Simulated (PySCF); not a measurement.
**Unknown compound**

The spectra below were simulated for a compound C$_{6}$H$_{18}$Si$_{2}$.

¹H NMR (400 MHz, computed): δ 0.04 (s, 18H).

¹³C{¹H} NMR (computed): δ -2.6 (CH3).

Computational details: GIAO PBE0/pcSseg-1 shieldings, coordinates at the PBE0-D3(BJ)/def2-SVP level, in PySCF 2.14.0 with density-fitted response routines (no solvent, relativity neglected, one conformer, one averaged value for each set of equivalent atoms).

Shifts are taken against calculated references (same method and geometry level): ¹H (σ = 31.27 ppm) and ¹³C (σ = 184.41 ppm) vs TMS.

Q: Deduce the structure.

A: 
1. The formula gives 0 degrees of unsaturation.
2. 1 carbon signal for 6 carbons: some carbons are equivalent by symmetry or fast rotation.
3. Carbon types of the structure: 6 × CH3, which accounts for all hydrogens.
4. δC -2.6: methyl carbon bonded to Si; an electropositive neighbour leaves it electron-rich and shielded.
5. δH 0.04: hydrogen on a methyl carbon bonded to Si; an electropositive neighbour shields it, as in TMS itself.

The compound is `InChI=1S/C6H18Si2/c1-7(2,3)8(4,5)6/h1-6H3`.

The shifts were computed for this structure.

Shifts are as computed. Against solution values, carbons near 30 ppm lie about +2 ppm off and those near 130 ppm about +5 ppm. Of 1211 compounds with measured shifts, 218 miss one by over three times the rms of a fit or turn the order of signals round; such compounds aren't used in these exercises.
